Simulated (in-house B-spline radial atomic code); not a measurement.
Computed with a B-spline radial atomic code. Model: two electrons, singlet ground state, non-relativistic, full CI in B-splines with partial waves to l = 8 (at full coupling up to 3e-4 hartree above the limit, correlation up to 0.6 % small), density held at that of full coupling by Lieb maximisation.

W(λ) is the mean repulsion in the state of coupling λ less the Hartree energy of the fixed density. Its start is exact exchange, its initial slope is twice the second-order Görling-Levy correlation energy, and its area from 0 to 1 is E_xc. A straight curve means weak, dynamic correlation, and a curve that drops fast and flattens means strong correlation.

Command:
```bash
python run_ac.py task.json out
```
Settings (lengths in bohr, energies in hartree):
```
potential              dot
strength               0.405
lmax                   8
second                 0.7
```

Run time, properties included: 7.6 s on 1 thread of Intel(R) Xeon(R) Processor @ 2.30GHz (shared host).

**W = mean repulsion less Hartree energy, and W of three functionals.**

Given: confinement charge in harmonic well; well frequency 0.405 hartree; nuclear charge 0.7; external potential omega^2 r^2/2 - Z/r.

Computed: PBE exchange minus exact 22.09 millihartree; SCAN exchange minus exact 3.1435 millihartree.

```
coupling  W xc (hartree)  W xc minus exchange (millihartree)  kinetic minus Kohn-Sham (millihartree)  LDA (PW92) W minus its exchange (millihartree)  PBE W minus its exchange (millihartree)  SCAN W minus its exchange (millihartree)
       0        -0.58581                                   0                                       0                                               0                                        0                                         0
    0.02        -0.58766                              -1.846                                    0.02                                          -10.64                                    -2.42                                     -1.86
    0.05        -0.59037                              -4.561                                    0.11                                          -21.29                                    -6.01                                     -4.55
    0.12               ?                                   ?                                       ?                                               ?                                        ?                                         ?
    0.25        -0.60694                             -21.134                                    2.56                                          -64.21                                   -27.65                                    -20.64
     0.4        -0.61785                             -32.036                                    6.09                                          -85.51                                   -41.44                                    -31.12
     0.6               ?                                   ?                                       ?                                               ?                                        ?                                         ?
     0.8        -0.64192                             -56.108                                   20.31                                         -125.57                                   -71.03                                    -54.39
       1        -0.65181                             -65.998                                   29.19                                         -140.53                                      -83                                    -64.09
     1.4        -0.66842                             -82.605                                      49                                         -164.59                                  -103.06                                    -80.64
       2        -0.68758                             -101.77                                   81.29                                         -191.51                                  -126.41                                   -100.22
       3        -0.70997                             -124.16                                   136.5                                         -222.78                                  -154.45                                   -123.77
     4.5        -0.73147                             -145.66                                  215.84                                         -253.56                                  -182.72                                   -146.85
       7        -0.75252                             -166.71                                  334.35                                         -285.32                                  -212.41                                   -169.28
      10        -0.76727                             -181.46                                  457.85                                         -309.03                                  -234.83                                   -184.21
```

What belongs in the row 0.12?

W xc (hartree): -0.59646; W xc minus exchange (millihartree): -10.652; kinetic minus Kohn-Sham (millihartree): 0.63; LDA (PW92) W minus its exchange (millihartree): -39.64; PBE W minus its exchange (millihartree): -14.05; SCAN W minus its exchange (millihartree): -10.51.

What belongs in the row 0.6?

W xc (hartree): -0.63069; W xc minus exchange (millihartree): -44.88; kinetic minus Kohn-Sham (millihartree): 12.48; LDA (PW92) W minus its exchange (millihartree): -107.71; PBE W minus its exchange (millihartree): -57.34; SCAN W minus its exchange (millihartree): -43.49.

What is the LDA exchange minus exact?

86.133 millihartree.

**Energy parts, natural occupations and partial-wave weights.**

Computed: total energy 0.6100 hartree; exchange energy -0.58581 hartree; correlation energy -0.036804 hartree; kinetic part of the DFT correlation energy 0.029194 hartree; initial slope twice GL2 -0.093018 hartree; kinetic part over minus potential part 0.44234; Lieb Oxford ratio E_xc over LDA exchange 1.246.

```tsv
natural	occupation of the shell (electrons)
s	1.9636
p	?
s	0.00546
d	0.00086494
p	0.00033348
f	0.00010036
```

What belongs in the row p?

occupation of the shell (electrons): 0.029494.

```tsv
wave	weight
s	0.98454
p	?
d	0.00046003
f	5.6587e-05
g	1.2541e-05
```

What belongs in the row p?

weight: 0.014924.

What is the Hartree energy?

1.1716 hartree.

What is the Kohn-Sham kinetic?

0.81228 hartree.

Half-way to full coupling W has made 58 % of its drop, against 50 % for a straight line, and second-order (GL2) theory, half the initial slope, overshoots the correlation energy by about 26 %: a moderate bend, as in light atoms. Over couplings 0 to 1 the errors in E_xc come to about +33 millihartree for LDA, +12 millihartree for PBE, +4.2 millihartree for SCAN, so SCAN is nearest. In LDA and PBE the errors of exchange and correlation have opposite signs, so the sum is smaller than the larger of the two.
